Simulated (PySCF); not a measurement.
How methods differ on the ionisation energy of V(21+)

V(21+) 1s2 (1S) → V(22+) 1s1 (2S), as a difference of total energies. All numbers are calculated (PySCF 2.14, scalar relativity by spin-free X2C-1e, in an uncontracted even-tempered set (17 s from 20 bohr⁻², ratio 2.2; 7 p from 31 bohr⁻², ratio 2.4; 4 d from 93 bohr⁻², ratio 2.4; 3 f from 140 bohr⁻², ratio 2.4; 3 g from 210 bohr⁻², ratio 2.4)). Correlated levels: nothing frozen; virtual orbitals above 40 to 60 times the deepest correlated orbital energy dropped. The calculations carry no spin-orbit coupling.

```
                 method  ionisation energy (eV)
                    UHF                  6854.5
                    LDA                  6832.6
                    PBE                  6852.3
                   PBE0                  6853.1
                 r2SCAN                  6856.0
              BHandHLYP                  6855.3
                    M06                  6857.3
    MP2 (all electrons)                  6855.8
SCS-MP2 (all electrons)                  6856.0
```

For comparison: 6851.3 eV (theoretical estimate listed by NIST; NIST Atomic Spectra Database, ionization energies).
